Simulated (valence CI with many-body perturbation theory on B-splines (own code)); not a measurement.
# E1 transitions of Pt LXXIII

Method: configuration interaction combined with many-body perturbation theory (CI+MBPT): four valence electrons over a frozen Dirac-Fock core [He], a basis of 11 s, 11 p, 9 d, 7 f, 5 g, 2 h, 1 i functions for each j, with the one-electron correlation potential Σ1 (screened to all orders), the two-electron term Σ2, the three-electron term Σ3, Breit, model QED; selected single and double excitations, second order for the rest (own B-spline code, finite nucleus).

The last digits are not significant, and no measured levels were compared; by estimate large intervals hold to a few tenths of a per cent, small ones and those within an open d or f shell to about a per cent. Among the levels kept, up to 310 cm⁻¹ of a level comes from second order outside the variational space, and about a tenth of that is noise between levels of different J, which matters for small intervals.

Lines 51 to 100 of 253 in falling wavelength, among levels below 119870 × 10³ cm⁻¹, chosen from the strongest by gf and those to the six lowest levels. Wavelengths and rates use the calculated energies. Electric multipoles are in the length gauge, E1 and E2 with the static RPA response of the core. Weak lines are less certain than strong ones. Lines between different terms over intervals too small for the method are left out, as are lines whose strength nearly cancels. The highest levels of a list are the least certain.

Levels are named by their leading jj configuration (3d3/2^4 stands for four electrons in 3d with j = 3/2), which in mixed levels can hold well under half, so a name can repeat and another be missing. Letters in brackets count levels of one name in rising energy.

| λ vac (Å) | Upper | Lower | A (s⁻¹) | log gf | Branch % |
| --- | --- | --- | --- | --- | --- |
| 19.25 | (2s 2p1/2 2p3/2 3p3/2) J=1 [b] | (2s 2p1/2 2p3/2 3s) J=2 [b] | 2.07e+12 | -0.46 | 0.3 |
| 19.09 | (2s 2p1/2 2p3/2 3p3/2) J=2 [d] | (2s 2p1/2 2p3/2 3s) J=2 [c] | 1.00e+12 | -0.56 | 0.3 |
| 19.06 | (2s^2 2p1/2 3p3/2) J=2 | (2s^2 2p1/2 3s) J=1 | 2.50e+12 | -0.17 | 32.8 |
| 18.97 | (2s 2p1/2 2p3/2 3p3/2) J=1 [c] | (2s 2p1/2 2p3/2 3s) J=1 [c] | 1.10e+12 | -0.75 | 0.3 |
| 18.92 | (2s^2 2p1/2 3p3/2) J=1 | (2s^2 2p1/2 3s) J=0 | 1.75e+12 | -0.55 | 29.2 |
| 18.89 | (2s 2p1/2 2p3/2 3p3/2) J=2 [b] | (2s 2p1/2 2p3/2 3s) J=3 | 6.03e+11 | -0.79 | 0.2 |
| 18.86 | (2s 2p1/2^2 3p3/2) J=2 | (2s 2p1/2^2 3s) J=1 | 2.43e+12 | -0.19 | 4.2 |
| 18.81 | (2s 2p1/2 2p3/2 3p3/2) J=2 [d] | (2s 2p1/2 2p3/2 3s) J=1 [b] | 1.52e+12 | -0.39 | 0.5 |
| 18.75 | (2s^2 2p3/2 3p3/2) J=2 | (2s^2 2p3/2 3s) J=1 | 1.40e+12 | -0.43 | 9.2 |
| 18.74 | (2s 2p1/2 2p3/2 3p3/2) J=1 [c] | (2s 2p1/2 2p3/2 3s) J=0 | 1.30e+12 | -0.69 | 0.4 |
| 18.56 | (2s 2p1/2 2p3/2 3p3/2) J=1 [d] | (2s 2p1/2 2p3/2 3s) J=1 [b] | 1.66e+12 | -0.59 | 2.7 |
| 18.52 | (2s 2p1/2 2p3/2 3p3/2) J=2 [a] | (2s 2p1/2 2p3/2 3s) J=2 [a] | 1.03e+12 | -0.58 | 0.2 |
| 18.50 | (2s 2p1/2 2p3/2 3p3/2) J=3 [b] | (2s 2p1/2 2p3/2 3s) J=3 | 1.43e+12 | -0.29 | 0.3 |
| 18.48 | (2s^2 2p3/2 3p3/2) J=2 | (2s^2 2p3/2 3s) J=2 | 1.37e+12 | -0.45 | 9.1 |
| 8.693 | (2s^2 2p3/2^2) J=2 | (2s 2p1/2^2 2p3/2) J=1 | 4.14e+10 | -2.63 | 28.4 |
| 8.153 | (2s^2 2p3/2^2) J=2 | (2s 2p1/2^2 2p3/2) J=2 | 4.86e+10 | -2.62 | 33.3 |
| 5.943 | (2s 2p1/2 2p3/2^2) J=2 [a] | (2s^2 2p1/2 2p3/2) J=2 | 6.42e+10 | -2.77 | 1.3 |
| 5.892 | (2s 2p1/2 2p3/2^2) J=2 [a] | (2s^2 2p1/2 2p3/2) J=1 | 4.87e+12 | -0.90 | 97.7 |
| 5.816 | (2s 2p1/2 2p3/2^2) J=3 | (2s^2 2p1/2 2p3/2) J=2 | 4.69e+12 | -0.78 | 99.4 |
| 5.715 | (2s 2p3/2^3) J=2 | (2s^2 2p3/2^2) J=2 | 1.56e+13 | -0.42 | 99.0 |
| 5.696 | (2p1/2^2 2p3/2^2) J=2 | (2s 2p1/2^2 2p3/2) J=1 | 1.44e+13 | -0.45 | 47.1 |
| 5.686 | (2p1/2 2p3/2^3) J=1 | (2s 2p1/2 2p3/2^2) J=1 [a] | 2.22e+13 | -0.49 | 46.3 |
| 5.670 | (2s 2p1/2 2p3/2 3d5/2) J=3 [c] | (2s^2 2p1/2 3d5/2) J=2 | 1.80e+13 | -0.22 | 3.6 |
| 5.669 | (2s 2p1/2 2p3/2 3p3/2) J=2 [c] | (2s^2 2p1/2 3p3/2) J=1 | 1.85e+13 | -0.35 | 4.7 |
| 5.660 | (2p1/2 2p3/2^3) J=2 | (2s 2p1/2 2p3/2^2) J=2 [b] | 2.84e+13 | -0.17 | 60.7 |
| 5.659 | (2s 2p1/2 2p3/2 3p3/2) J=3 [c] | (2s^2 2p1/2 3p3/2) J=2 | 1.87e+13 | -0.20 | 6.1 |
| 5.653 | (2p3/2^4) J=0 | (2s 2p3/2^3) J=1 | 6.32e+13 | -0.52 | 99.4 |
| 5.650 | (2s 2p1/2 2p3/2 3d3/2) J=2 [c] | (2s^2 2p1/2 3d3/2) J=2 | 1.92e+13 | -0.34 | 7.4 |
| 5.643 | (2s 2p1/2 2p3/2 3d3/2) J=1 [d] | (2s^2 2p1/2 3d3/2) J=1 | 1.62e+13 | -0.63 | 0.7 |
| 5.642 | (2s 2p1/2 2p3/2 3d3/2) J=2 [d] | (2s^2 2p1/2 3d3/2) J=1 | 1.66e+13 | -0.40 | 0.8 |
| 5.636 | (2s 2p1/2 2p3/2 3p1/2) J=1 [b] | (2s^2 2p1/2 3p1/2) J=1 | 2.15e+13 | -0.51 | 3.6 |
| 5.635 | (2s 2p1/2 2p3/2 3s) J=1 [b] | (2s^2 2p1/2 3s) J=1 | 1.75e+13 | -0.60 | 4.0 |
| 5.635 | (2s 2p1/2 2p3/2 3d3/2) J=3 [c] | (2s^2 2p1/2 3d3/2) J=2 | 1.76e+13 | -0.23 | 11.3 |
| 5.630 | (2s 2p1/2 2p3/2 3p1/2) J=2 [c] | (2s^2 2p1/2 3p1/2) J=1 | 1.95e+13 | -0.33 | 5.0 |
| 5.629 | (2s 2p1/2 2p3/2 3p1/2) J=1 [c] | (2s^2 2p1/2 3p1/2) J=0 | 2.05e+13 | -0.53 | 4.8 |
| 5.627 | (2s 2p1/2 2p3/2 3d3/2) J=1 [c] | (2s^2 2p1/2 3d3/2) J=2 | 1.84e+13 | -0.58 | 2.8 |
| 5.612 | (2s 2p1/2 2p3/2 3p3/2) J=2 [d] | (2s^2 2p1/2 3p3/2) J=2 | 1.80e+13 | -0.37 | 6.1 |
| 5.612 | (2s 2p1/2 2p3/2 3p3/2) J=1 [c] | (2s^2 2p1/2 3p3/2) J=1 | 1.32e+13 | -0.73 | 4.1 |
| 5.610 | (2s 2p1/2 2p3/2 3s) J=2 [c] | (2s^2 2p1/2 3s) J=1 | 1.89e+13 | -0.35 | 8.4 |
| 5.608 | (2s 2p1/2 2p3/2 3s) J=1 [c] | (2s^2 2p1/2 3s) J=0 | 1.64e+13 | -0.64 | 8.5 |
| 5.607 | (2p1/2^2 2p3/2 3p1/2) J=2 | (2s 2p1/2^2 3p1/2) J=1 | 1.49e+13 | -0.46 | 1.3 |
| 5.590 | (2s 2p1/2 2p3/2 3p3/2) J=1 [d] | (2s^2 2p1/2 3p3/2) J=2 | 1.24e+13 | -0.76 | 20.1 |
| 5.587 | (2p1/2^2 2p3/2 3s) J=2 | (2s 2p1/2^2 3s) J=1 | 1.47e+13 | -0.46 | 8.4 |
| 5.586 | (2s 2p1/2 2p3/2^2) J=0 | (2s^2 2p1/2 2p3/2) J=1 | 1.65e+13 | -1.11 | 99.8 |
| 5.571 | (2s 2p1/2 2p3/2^2) J=1 [a] | (2s^2 2p1/2 2p3/2) J=2 | 3.03e+12 | -1.37 | 9.3 |
| 5.562 | (2s 2p1/2^2 2p3/2) J=1 | (2s^2 2p1/2^2) J=0 | 2.11e+13 | -0.53 | 99.6 |
| 5.550 | (2s 2p1/2 2p3/2^2) J=2 [b] | (2s^2 2p1/2 2p3/2) J=2 | 2.95e+13 | -0.17 | 92.7 |
| 5.537 | (2s 2p1/2 2p3/2^2) J=1 [b] | (2s^2 2p1/2 2p3/2) J=2 | 1.76e+13 | -0.61 | 96.6 |
| 5.526 | (2s 2p1/2 2p3/2^2) J=1 [a] | (2s^2 2p1/2 2p3/2) J=1 | 2.94e+13 | -0.39 | 90.1 |
| 5.517 | (2p1/2^2 2p3/2^2) J=0 | (2s 2p1/2^2 2p3/2) J=1 | 3.33e+13 | -0.82 | 99.4 |

Task: How does gf follow from A for the line at 5.587 Å?

Result: gf = 1.4992 × (2J+1)_upper × A / σ², with σ = 17899835 cm⁻¹ and 2J+1 = 5: gf = 0.344.
